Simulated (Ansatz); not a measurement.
Input and output for C$_{8}$H$_{20}$GeO$_{2}$ (`C[O][Ge]([O]C)([CH](C)C)[CH](C)C`).

```yaml
crystal:
  periodic: [false, false, false]
  atoms:
    - {symbol: C, position_ang: [-2.085034, 0.749648, -2.568682]}
    - {symbol: O, position_ang: [-1.524987, -0.332240, -1.491575]}
    - {symbol: Ge, position_ang: [-0.354080, -0.179984, -0.110129]}
    - {symbol: O, position_ang: [-0.681363, 1.426690, 0.307751]}
    - {symbol: C, position_ang: [-0.324311, 2.661808, 1.437700]}
    - {symbol: C, position_ang: [-0.769813, -1.540606, 1.373674]}
    - {symbol: C, position_ang: [-1.936366, -1.417130, 1.618712]}
    - {symbol: C, position_ang: [0.404892, -1.480109, 2.340572]}
    - {symbol: C, position_ang: [1.652082, 0.064942, -0.374860]}
    - {symbol: C, position_ang: [1.630549, 1.606863, -1.358727]}
    - {symbol: C, position_ang: [2.048466, -1.302037, -1.396243]}
    - {symbol: H, position_ang: [-2.862703, 0.381940, -2.931875]}
    - {symbol: H, position_ang: [-1.024168, 0.654457, -3.095123]}
    - {symbol: H, position_ang: [-2.098670, 1.698616, -1.661598]}
    - {symbol: H, position_ang: [1.005611, 2.347811, 1.215017]}
    - {symbol: H, position_ang: [-0.086331, 1.988127, 2.633260]}
    - {symbol: H, position_ang: [-0.632100, 3.155261, 1.329951]}
    - {symbol: H, position_ang: [-0.426332, -2.557774, 0.473627]}
    - {symbol: H, position_ang: [-2.076130, -2.259169, 2.289978]}
    - {symbol: H, position_ang: [-2.910493, -1.610673, 0.726976]}
    - {symbol: H, position_ang: [-2.052567, -0.501380, 2.079480]}
    - {symbol: H, position_ang: [0.130954, -2.223961, 2.912437]}
    - {symbol: H, position_ang: [-0.050319, -0.486598, 2.833246]}
    - {symbol: H, position_ang: [1.537762, -1.473238, 2.173286]}
    - {symbol: H, position_ang: [2.096570, 0.513055, 0.253002]}
    - {symbol: H, position_ang: [1.069842, 0.965340, -2.578970]}
    - {symbol: H, position_ang: [1.161815, 2.188057, -1.290769]}
    - {symbol: H, position_ang: [2.646619, 1.620627, -1.936301]}
    - {symbol: H, position_ang: [1.389517, -1.402679, -1.942238]}
    - {symbol: H, position_ang: [2.038351, -1.777815, -0.583732]}
    - {symbol: H, position_ang: [3.272101, -0.850988, -1.611725]}
basis:
  gaussian: {orbitals: "6-31G*"}
hamiltonian: {xc: {name: r2SCAN}}
```

```sh
$ ansatz run in.yaml --threads 11 --pin off --events-out ev --progress --plain --max-ram 166912MiB --backend cuda --devices 0, --max-vram 75GiB
```

Shortened log:

```
Functional definition: r2SCAN
2857 factors; their error is unknown
mean field evaluation 1: about -69150.6801 eV, gradient 1.1e2 eV
mean field evaluation 2: about -69100.6965 eV, gradient 1.8e2 eV
mean field evaluation 4: about -69180.2918 eV, gradient 1.6e1 eV
mean field evaluation 8: about -69180.8556 eV, gradient 1.8e-1 eV
mean field evaluation 16: about -69180.7024 eV, gradient 4.3e-3 eV
mean field -69180.70242692 eV, -2542.3439218249 hartree, gradient 2.4e-5 eV, S^2 0.000000; 0 other end points of the search recorded, 0 dependent functions left out
reference -69180.70243855 eV, -2542.3439222525 hartree; 58, 58 occupied and 167, 167 virtual orbitals, 2857 factors
Total energy: -69180.70243855 eV, -2542.3439222525 hartree
```

Run time 1.9 s (11 threads of an AMD EPYC 7R13 on a shared host and a whole NVIDIA H100 80 GB); peak host memory 2 GiB.
